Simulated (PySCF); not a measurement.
The multiplicity is imposed and other spin states were not computed.

B3LYP has the VWN-RPA correlation part, as in Gaussian. 

## [Cd(Cl)(CH3)] (charge 0, multiplicity 1)

Level of theory: B3LYP-D3(BJ)/def2-TZVP // r2SCAN-D4/def2-SVP (PySCF).

The HOMO comes out as -8.03 eV. The dipole moment is 3.18 D. The HOMO–LUMO gap is 6.86 eV, the LUMO is -1.18 eV and the charge on the central atom (Mulliken) is 0.68 e. The total energy is -668.0352 Ha and the cost comes out as roughly 40 core-seconds.

```xyz
6

Cd     0.1240    -0.1103     0.1041
Cl     0.0980     1.5567     1.6894
C      0.1471    -1.6266    -1.3388
H     -0.2250    -2.5643    -0.9010
H      1.1737    -1.7813    -1.7014
H     -0.4952    -1.3451    -2.1858
```
